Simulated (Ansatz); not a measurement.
`[SiH3]P[NH][SbH2]` + `C=N` → `C=NP[SiH3]` + `[NH2][SbH2]` at 600 K and 1 bar (ligand exchange at a P–N bond).

Calculated with Ansatz (gas phase, PBE0-D4/def2-TZVP geometries, no zero-point term in ΔE). CCSD(T)/CBS is the MP2 limit (def2-TZVPP, def2-QZVPP) plus CCSD(T) − MP2 in def2-TZVPP, frozen cores. This one scheme is used for every species. def2 core potentials past Kr. For Sb outer-core shells are correlated without core-valence functions, which leaves a few kJ/mol of doubt a bond. Each species was taken in one conformer, which may not be the lowest.

```json
{"species": "`[SiH3]P[NH][SbH2]`", "CCSD(T)/CBS energy (Eh)": "-928.92166", "H − E (kJ/mol)": "239.4", "S (J/(mol·K))": "497.9"}
{"species": "`C=N`", "CCSD(T)/CBS energy (Eh)": "-94.52360", "H − E (kJ/mol)": "129.6", "S (J/(mol·K))": "259.4"}
{"species": "`C=NP[SiH3]`", "CCSD(T)/CBS energy (Eh)": "-726.33886", "H − E (kJ/mol)": "229.8", "S (J/(mol·K))": "425.1"}
{"species": "`[NH2][SbH2]`", "CCSD(T)/CBS energy (Eh)": "-297.10356", "H − E (kJ/mol)": "138.6", "S (J/(mol·K))": "330.5"}
```

H − E and S are ideal-gas, rigid-rotor, harmonic terms from PBE0-D4/def2-TZVP, for one conformer and one mirror image of each species. 1 Eh = 2625.50 kJ/mol, R = 8.31446 J/(mol·K).

**Question.** By hand: ΔE, ΔH, ΔS and ΔG.

**Answer.** ΔE = (-726.33886) + (-297.10356) − (-928.92166) − (-94.52360) = 0.00284 Eh = 7.5 kJ/mol. Δ(H − E) = 229.8 + 138.6 − 239.4 − 129.6 = -0.6, so ΔH = 6.9 kJ/mol. ΔS = 425.1 + 330.5 − 497.9 − 259.4 = -1.7 J/(mol·K). ΔG = 6.9 − 600 × (-1.7)/1000 = 7.9 kJ/mol.

**Question.** By hand: the equilibrium constant, and the temperature at which ΔG would vanish if ΔH and ΔS stayed fixed.

**Answer.** log₁₀ K = −ΔG/(RT ln 10) = -0.7. ΔH and −TΔS have one sign here, so there is no such temperature. One of them is within its doubt of zero, so this could turn.

The number of gas molecules stays the same, so ΔS is small and ΔH decides. A doubt of 5 kJ/mol in ΔE shifts log₁₀ K by 0.4 here. Other conformers and mirror images would add mixing entropy, several J/(mol·K) or more a flexible species. Modes under 60 cm⁻¹, often nearly free rotors, make the harmonic entropy too high. These are equilibria of isolated gas molecules and say nothing of rates. Largest T1 diagnostic: 0.015 (customary marks: 0.02 for closed shells, 0.045 for open ones).
